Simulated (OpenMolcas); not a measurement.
An OpenMolcas run meant for La+ (ANO-R3, X2C; inactive shells 1s 2s 2p 3s 3p 3d 4s 4p 4d 5s 5p; intended active space 2 electrons in 6 orbitals (5d 6s)). One step of its input:

```
&CASPT2
Multistate=15 1 2 3 4 5 6 7 8 9 10 11 12 13 14 15
Frozen=14 9
IPEA=-0.5
Imaginary=0.1
MaxIter=60
WThr=0.0 0.3 0.05
PrWF=0.5
NoMix
```

The run finished. Its levels beside those of a sound run (MS-CASPT2, IPEA 0.25 Eh, imaginary shift 0.1 Eh (closed shells correlated: 5s 5p)), in cm⁻¹ above each run's lowest level:

```json
{"Level": "5d² ³F₂", "This run": "0.0", "Usual run": "0.0"}
{"Level": "5d² ³F₃", "This run": "1010", "Usual run": "1137"}
{"Level": "5d² ³F₄", "This run": "2047", "Usual run": "2163"}
{"Level": "5d 6s ³D₁", "This run": "4086", "Usual run": "2622"}
{"Level": "5d 6s ³D₂", "This run": "4694", "Usual run": "3235"}
{"Level": "5d 6s ³D₃", "This run": "5433", "Usual run": "3969"}
{"Level": "5d² ³P₀", "This run": "975", "Usual run": "6314"}
{"Level": "5d² ³P₁", "This run": "1284", "Usual run": "6770"}
{"Level": "5d² ¹G₄", "This run": "9060", "Usual run": "7724"}
{"Level": "6s² ¹S₀", "This run": "9941", "Usual run": "8373"}
{"Level": "5d 6s ¹D₂", "This run": "9826", "Usual run": "9701"}
```

Question: Which setting is unsound, and how much does it matter here?

Answer: The IPEA shift is negative. Against the sound run the excited levels shown move by 1800 cm-1 on average and by 5500 cm-1 at most.

CASPT2 breaks the degeneracy within a term, and the mean is taken; among the terms shown or strongly mixed into the levels shown the widest spread is 3300 cm-1 (5d² ¹G, this run). Over all roots computed the reference weight is 0.84 to 0.90 in this run; the roots of lowest weight are the least certain, and an intruder state may touch them. Configurations are named by rounded mean occupations; where the s occupation lies near a half they are strongly mixed, a name can repeat and a true partner stay unpaired. A single d shell beside an s shell can misplace configurations of different d count against each other. Some terms miss by over 15 % even with CASPT2, which points to a basis or an active space too small for the shells correlated. The CASPT2 spread within a term exceeds the gap to the next term for 5d² ¹D and 5d² ³F, 5d² ¹G and 6s² ¹S, so the order of their levels is uncertain, and so are names and mixing where such terms share a J (figures for the sound run; the like holds for this run). Only configurations of the active space appear.
